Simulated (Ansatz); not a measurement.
Cl3FZr, SMILES `[F][Zr]([Cl])([Cl])[Cl]`. The species carries charge 0 and has multiplicity 1. Correlated methods include outer-core shells of Zr, which these sets cover unevenly. Zr takes the def2 core potential.

```xyz
5

F     0.747    1.038    1.484
Zr    0.031    0.043    0.062
Cl    1.539   -1.617   -0.542
Cl   -1.970   -0.921    0.739
Cl   -0.347    1.457   -1.742
```

(1) Give the diagnostics of a CCSD(T)/def2-TZVPP run (frozen core, Ansatz 0.2.0). (Best estimate.)

Answers

(1) Computed: T1 = 0.0160, largest single amplitude 0.031, largest double 0.017, (T) share of the correlation energy 4.3 %, 10 CCSD cycles. The RHF solution is stable towards an unrestricted one. T1 lies under the customary mark of 0.02 for closed shells.
